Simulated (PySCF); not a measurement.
## SeI: from constants to spectrum

UHF-CCSD(T) constants of SeI, ²Π (doublet), unpaired electrons π ↑ (Se def2-TZVPP, I def2-TZVPP with ECP28; scalar-relativistic core potentials (PySCF 2.14); masses 79.9165 and 126.9045 u):

- ωe: 266.0 cm⁻¹
- ωexe: 0.48 cm⁻¹
- Be: 0.056684 cm⁻¹
- αe: 0.000173 cm⁻¹
- De to Se + I: 2.02 eV

What force constant and bond length do these constants imply?

Reduced mass μred = 49.036 u; k = 5.8918×10⁻⁷·μred·ωe² (u, cm⁻¹, mdyn/Å) = 2.04 mdyn/Å; Re = √(16.8576/(μred·Be)) (u, cm⁻¹, Å) = 2.463 Å.

Estimate the centrifugal constant D from the Kratzer relation and find the Dunham coefficient a1.

D = 4Be³/ωe² = 1.03e-08 cm⁻¹; a1 = −1 − αeωe/(6Be²) = -3.39.

Correlated steps freeze 13 core orbitals. These are scalar-relativistic numbers at best; spin–orbit coupling would shift them, the dissociation energy most. The state was picked by a PBE0 search and need not be the measured ground state.
